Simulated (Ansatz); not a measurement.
```tsv
atom	x (Å)	y (Å)	z (Å)
Sc	0.0000	0.0000	0.0000
F	1.6764	0.0000	0.0000
F	-0.8382	1.4518	0.0000
F	-0.8382	-1.4518	0.0000
```

Basis set: cc-pVDZ (spherical functions). Left uncorrelated: 8 orbitals. Charge 0, multiplicity 1.

Computed with Ansatz (development build ahead of 0.2.0); each method stands on the lowest determinant of its kind that the runs found. Restricted open shells among the atoms or ions are ROHF, correlated in semicanonical orbitals with singles.

(1) Give the atomization energy at this shape (free ground-state atoms in the same class of orbitals less the molecule, no zero-point energy) of singlet ScF₃ by RHF-MP2, RHF.

## Answers

(1)

| method | atomization energy |
| --- | --- |
| RHF-MP2 | 415.01 kcal/mol |
| RHF | 290.92 kcal/mol |

Caution: no unrestricted run beside it, a lower state can exist; the shape is not the minimum.
